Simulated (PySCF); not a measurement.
CH4OZn, charge +1, doublet (typed; the unrestricted solution is spin-contaminated), at a GFN2-xTB geometry (such geometries of metal compounds can be far from the true shape) (a state made from the parent by changing its charge; the spin is typed, not shown lowest), atoms displaced at random by about 0.03 Å a coordinate; PBE0/STO-3G, gradient run with PySCF.

Input for PySCF:
```python
from pyscf import gto, scf, dft

mol = gto.Mole()
mol.atom = '''
    Zn   -0.060874    0.038460    0.192517
    C    -0.113146    1.604780   -1.101117
    H    -0.851520    2.309430   -0.755968
    H    -0.321060    1.086767   -2.035891
    H     0.887564    2.027630   -1.129950
    O     0.273364   -1.622921    0.337193
    H     0.213544   -2.168418    1.125334
'''
mol.basis = 'sto-3g'
mol.charge = 1
mol.spin = 1
mol.verbose = 3
mol.build()

mf = dft.UKS(mol)
mf.xc = 'pbe0'
mf.kernel()
g = mf.nuc_grad_method()
grad = g.kernel()
```

Write the output that PySCF gives for this input, abridged.


```
SCF not converged.
SCF energy = -1872.40177574572 after 50 cycles  <S^2> = 0.95458843  2S+1 = 2.1950749
--------------- UKS gradients ---------------
         x                y                z
0 Zn    -0.0276051508     0.0809055579     0.0335259242
1 C    -0.0130260378     0.0693635066    -0.0552321330
2 H     0.0125045658    -0.0120674641     0.0039162040
3 H     0.0089782061    -0.0063219361     0.0122236999
4 H    -0.0072473341    -0.0076482104     0.0001531272
5 O     0.0227127368    -0.1540933169     0.0513723880
6 H     0.0036940809     0.0299487523    -0.0459437939
----------------------------------------------
```

The run did not converge; its last values are not results.
